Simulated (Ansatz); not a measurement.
Reaction (ligand exchange at the Al–F bond): `[OH][Al]([F])[F]` + NH₃ → `[NH2][Al]([OH])[F]` + H–F

Calculated with Ansatz (gas phase, PBE0-D4/def2-TZVP geometries, no zero-point term in ΔE). CBS: MP2 limit from def2 TZ/QZ plus the TZ coupled-cluster correction, frozen cores. This one scheme is used for every species. DFT in def2-TZVPP. B3LYP here is the variant with VWN-RPA as its local correlation; programs differ in this. HSE06 is defined as in plane-wave codes. One conformer a species, not always the lowest.

```
             level  ΔE (kJ/mol)  difference from CCSD(T)/CBS
       LDA (SPW92)         81.8                         -7.6
            PBE-D4         87.7                         -1.7
         revPBE-D4         87.1                         -2.3
           BLYP-D4         92.6                          3.2
         r2SCAN-D4         93.0                          3.6
            B97M-V         97.7                          8.3
           PBE0-D4         86.5                         -2.9
          B3LYP-D4         91.4                          2.0
        r2SCANh-D4         91.9                          2.5
        r2SCAN0-D4         90.6                          1.2
          BHLYP-D4         92.1                          2.7
      CAM-B3LYP-D4         92.0                          2.6
           ωB97M-V         90.4                          1.0
          PBE-QIDH         89.0                         -0.4
               PBE         90.1                          0.7
            revPBE         92.4                          3.0
              BLYP         97.5                          8.1
            r2SCAN         93.6                          4.2
              PBE0         88.5                         -0.9
             B3LYP         95.2                          5.8
           r2SCAN0         91.3                          1.9
             HSE06         88.2                         -1.2
             BHLYP         95.2                          5.8
         CAM-B3LYP         94.1                          4.7
           LC-ωPBE         89.8                          0.4
RPA@PBE/def2-TZVPP         91.0                          1.6
       HF/def2-SVP         97.5                          8.1
      MP2/def2-SVP         98.2                          8.8
     CCSD/def2-SVP         98.3                          8.9
  CCSD(T)/def2-SVP         97.9                          8.5
     HF/def2-TZVPP         98.2                          8.8
    MP2/def2-TZVPP         90.4                          1.0
SCS-MP2/def2-TZVPP         92.8                          3.4
CCSD(T)/def2-TZVPP         90.5                          1.1
     HF/def2-QZVPP        100.0                         10.6
    MP2/def2-QZVPP         90.3                          0.9
SCS-MP2/def2-QZVPP         92.8                          3.4
      HF/CBS(def2)        100.3                         10.9
     MP2/CBS(def2)         89.3                         -0.1
    CCSD/CBS(def2)         90.4                          1.0
       CCSD(T)/CBS         89.4                            0
```

Question: What do rigid-rotor, harmonic-oscillator terms from PBE0-D4/def2-TZVP frequencies (298.15 K, 1 bar) make of the CCSD(T)/CBS value? (Best estimate.)

Answer: The calculation gave: ΔZPE = -5.4 kJ/mol, ΔH = +85.4 kJ/mol, ΔS = -4 J/(mol·K), ΔG = +86.6 kJ/mol.

Largest T1 diagnostic among the species: 0.013.

In def2-TZVPP, CCSD(T) changes the Hartree–Fock value by −7.7 kJ/mol (the triples alone add −1.0 kJ/mol) and MP2 by −7.9 kJ/mol. Leaving LDA and LC-ωPBE aside and taking each functional with its dispersion term where it has one, the values, not all of them listed here, spread over 11.4 kJ/mol, from HSE06-D4 to B97M-V. LDA lies −8.3 kJ/mol from PBE without D4.
